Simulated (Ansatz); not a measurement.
All numbers were calculated with Ansatz.

A structure relaxed at PBE0-D4/def2-TZVP, charge 0, multiplicity 1:

```csv
atom,x (Å),y (Å),z (Å)
C1,2.849,0.638,0.616
C2,2.126,1.435,-0.466
C3,0.753,0.996,-0.667
C4,-0.377,0.614,-0.819
C5,-1.746,0.145,-0.972
C6,-2.285,-0.558,0.277
C7,-1.508,-1.812,0.635
H8,2.885,-0.422,0.356
H9,3.873,0.997,0.738
H10,2.335,0.731,1.574
H11,2.671,1.354,-1.412
H12,2.129,2.499,-0.205
H13,-2.391,0.994,-1.221
H14,-1.798,-0.542,-1.826
H15,-3.336,-0.806,0.102
H16,-2.262,0.146,1.114
H17,-0.457,-1.578,0.820
H18,-1.548,-2.544,-0.176
H19,-1.913,-2.286,1.532
```

**Question.** Give its formula and SMILES.

**Answer.** C7H12, `CCC#CCCC`.

**Question.** Point group (tolerance 0.08 Å, 0.16 Å for H)?

**Answer.** C1.

**Question.** Summarise the bond lengths by kind.

**Answer.** 6 × C–C 1.203 to 1.531 Å; 12 × C–H 1.091 to 1.097 Å.
